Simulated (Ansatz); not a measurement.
The same path of BH3 + BrH (6 atoms, charge 0, multiplicity 1) was run twice with different band settings. Lost on the way: B1–H2, Br5–H6. Made: B1–Br5, H2–H6.

The calculation used RKS PBE/def2-TZVP (Ansatz).

Relaxed end points:

```xyz
6
Properties=species:S:1:pos:R:3
B 0.001 0.043 0.085
H -0.005 0.440 1.239
H 1.050 0.046 -0.491
H -1.052 -0.025 -0.478
Br 0.089 -2.421 0.835
H 0.052 -1.168 1.599
```

```xyz
6
Properties=species:S:1:pos:R:3
B 0.024 -0.737 -0.512
H -0.009 0.674 2.245
H 1.063 -0.151 -0.591
H -1.052 -0.221 -0.578
Br 0.088 -2.624 -0.291
H 0.021 -0.027 2.516
```

Common settings: movable images 7; climbing image yes; spring 5.0 eV/Å²; start path through a guess of the saddle point; force threshold 0.03 eV/Å; iteration limit 60; end points relaxed.

| run | optimiser |
| --- | --- |
| 1 | quadratic models (default) |
| 2 | lbfgs |

(1) What does each run give, and how far can it be trusted?

## Answers

(1) Run 1: converged after 16 iterations, highest image 0.000 eV above the first end. The highest image is an end point: on this band no image between the ends rises above it. A vibrational analysis next to that end finds imaginary modes (310i cm⁻¹), so it isn't a minimum.
Run 2: converged after 57 iterations, highest image 0.000 eV above the first end. The highest image is an end point: on this band no image between the ends rises above it.
The orbitals stay closed-shell, which can raise the energy where a bond breaks towards radicals; this wasn't checked here.
